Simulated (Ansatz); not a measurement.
Calculated with Ansatz (gas phase, PBE0-D4/def2-TZVP geometries, no zero-point term in ΔE). CCSD(T)/CBS adds triple-zeta CCSD(T) − MP2 to the extrapolated MP2 energy (def2 sets, frozen cores). This one scheme is used for every species. DFT in def2-TZVPP. Elements past krypton have def2 core potentials. For Mo outer-core shells are correlated without core-valence functions, which leaves a few kJ/mol of doubt a bond.

Consider the ligand exchange at a Mo–Cl bond: `[F][Mo]([F])(=[S])([Cl])[Cl]` + H–F → `[F][Mo]([F])([F])(=[S])[Cl]` + HCl.

`[F][Mo]([F])(=[S])([Cl])[Cl]`:

Z-matrix (Å, degrees):
```
Mo
F 1 1.844
S 1 2.058 2 106.1
Cl 1 2.263 2 149.6 3 175.1
F 1 1.844 2 83.4 3 104.9
Cl 1 2.263 2 85.9 3 -103.6
```

H–F:

Z-matrix (Å, degrees):
```
F
H 1 0.920
```

`[F][Mo]([F])([F])(=[S])[Cl]`:

Cartesian coordinates in Å:
```
F -0.094 1.693 0.714
Mo -0.011 -0.020 0.055
F 0.132 -0.513 1.822
F 0.901 -1.579 -0.278
S -1.940 -0.424 -0.548
Cl 1.012 0.843 -1.765
```

HCl:

Cartesian coordinates in Å:
```
Cl 0.638 0.012 0.038
H -0.638 -0.012 -0.038
```

CCSD(T)/CBS gives +0.02 eV.

Q: Another level gave -0.07 eV. Which?
A. PBE-QIDH/def2-TZVPP
B. PBE/def2-TZVPP
C. B2PLYP/def2-TZVPP
D. B97M-V/def2-TZVPP

A: C. B2PLYP -0.07, PBE -0.15, PBE-QIDH 0.03, B97M-V -0.21 eV.

Largest T1 diagnostic among the species: 0.024, so the coupled-cluster value is less sure than usual.

Leaving LDA and LC-ωPBE aside and taking each functional with its dispersion term where it has one, the values, not all of them listed here, spread over 0.26 eV, from ωB97X-V to PBE-QIDH. LDA lies +0.04 eV from PBE without D4. In def2-TZVPP, CCSD(T) changes the Hartree–Fock value by +0.18 eV (the triples alone add +0.05 eV) and MP2 by +0.44 eV. The D4 term adds +0.08 eV with B3LYP and +0.04 eV with PBE0; it sums over pairs of atoms, weighted by their polarisabilities, and B3LYP, whose exchange is more repulsive, gets the larger term.

B3LYP here is the variant with VWN-RPA as its local correlation; programs differ in this.
